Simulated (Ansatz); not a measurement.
`[OH][Mo]([OH])([F])([Cl])([Cl])[Cl]`, relaxed with RKS PBE-D4/def2-SVP in the Gaussian-basis code of Ansatz from a rough embedded geometry. The force threshold is 0.03 eV/Å; the program also tests the step.

The species carries charge 0 and has multiplicity 1. Mo: def2 effective core potential.

Start:

```xyz
9

O    -0.230    1.796    0.547
Mo   -0.016   -0.184    0.288
O     0.983    0.211   -1.409
F    -1.728   -0.266   -0.734
Cl    0.238   -2.531   -0.094
Cl    2.058   -0.181    1.482
Cl   -1.180   -0.655    2.306
H    -0.547    2.123   -0.261
H     0.423   -0.312   -2.125
```

```csv
step,energy (eV),largest force (eV/Å),largest move (Å)
1,-46234.1592,4.241,0.000
2,-46234.8136,2.347,0.191
3,-46234.9721,1.840,0.097
4,-46235.0782,0.509,0.086
5,-46235.1174,0.217,0.132
6,-46235.1191,1.734,0.197
7,-46235.1672,0.308,0.041
8,-46235.1893,0.134,0.106
9,-46235.1939,0.591,0.196
10,-46235.2120,0.294,0.053
11,-46235.2201,0.158,0.095
12,-46235.2235,0.136,0.085
13,-46235.2254,0.136,0.044
14,-46235.2259,0.057,0.014
15,-46235.2260,0.011,0.004
```

End:

```xyz
9

O    -0.171    1.760    0.402
Mo   -0.001   -0.097    0.230
O     0.841    0.022   -1.446
F    -1.727    0.058   -0.521
Cl   -0.027   -2.402   -0.326
Cl    2.011   -0.039    1.343
Cl   -1.025   -0.751    2.202
H    -0.954    2.242    0.063
H     1.054   -0.794   -1.947
```

Hardware: 4 threads of an Arm Neoverse V2 on a shared host. Wall time 33 s, peak host memory 0.22 GiB.
